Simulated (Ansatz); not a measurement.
Saddle point of SiH₄O₃, closed shell (SiH₄O₃ ([OH][SiH]([OH])[OH]) → SiH₂O₃ ([O][Si]([OH])[OH]) + H₂; bonds formed: H2–H4; bonds broken: Si1–H2, O3–H4), PBE0-D4/def2-TZVP structure:

```xyz
8
angstrom
Si -0.2603 -0.1020 -0.1128
H 1.3789 -0.6733 -0.3778
O -0.7079 -1.5689 -0.3229
H 0.7438 -1.3682 -0.4398
O -0.4018 1.0477 -1.2318
O -0.1799 0.6365 1.3269
H -0.3346 1.9598 -0.9401
H -0.2383 0.0682 2.0984
```

Energies are electronic, without zero-point energy. Barriers and step energies count from the start structure reached by relaxing down the imaginary mode; all methods use the PBE0-D4 structures, on which another method's saddle can fall below an end. Ansatz 0.2.0; basis: def2-TZVPP, with def2-QZVPP for the basis limit; cores frozen in the correlated methods. B3LYP uses VWN-RPA correlation. Extrapolation: Hartree–Fock as exp(−7.88 √X), correlation as X^−2.97.

| method | barrier (kcal/mol) | step energy (kcal/mol) |
| --- | --- | --- |
| SPW92 | 50.29 | 46.60 |
| PBE-D4 | 52.43 | 41.22 |
| BLYP-D4 | 54.67 | 38.51 |
| r2SCAN-D4 | 55.98 | 44.32 |
| B97M-V | 57.49 | 44.67 |
| PBE0-D4 | ? | 47.15 |
| B3LYP-D4 | 59.67 | 43.94 |
| r2SCAN0-D4 | ? | 48.61 |
| BHLYP-D4 | 66.76 | 50.18 |
| CAM-B3LYP-D4 | 61.77 | 47.04 |
| wB97X-V | ? | 47.26 |
| wB97M-V | 60.82 | 45.89 |
| B2PLYP | 59.94 | 44.22 |
| PBE-QIDH | 61.76 | 48.83 |
| RPA on PBE | 60.79 | 44.22 |
| HF | 76.99 | 54.38 |
| MP2 | 59.73 | 44.31 |
| CCSD | 64.75 | 48.12 |
| CCSD(T) | 61.82 | 46.14 |

(1) Fill in the withheld barriers. (An estimate is asked for; the value comes from the calculation.)

The T1 diagnostic stays at or below 0.015.

## Answers

(1) Computed: r2SCAN0-D4 60.79; PBE0-D4 58.84; wB97X-V 61.89 kcal/mol. Each is the energy of the saddle less that of the start structure, by the same method.

For comparison, the barrier by CCSD(T) at an estimated basis limit (MP2 extrapolated from triple and quadruple zeta, plus CCSD(T) − MP2 in triple zeta) is 61.51 kcal/mol.

Labels in which every atom is bracketed show which atoms are joined, not bond orders.

For scale, one of the runs: CCSD(T)/def2-TZVPP, 191 basis functions, launched by `ansatz run in.yaml --threads 2 --pin off --events-out ev --progress --plain --max-ram 4352MiB`. Hardware: 2 CPU threads of an Intel Xeon Platinum 8259CL, shared host. Wall time 48 s; peak host memory 2.2 GiB.
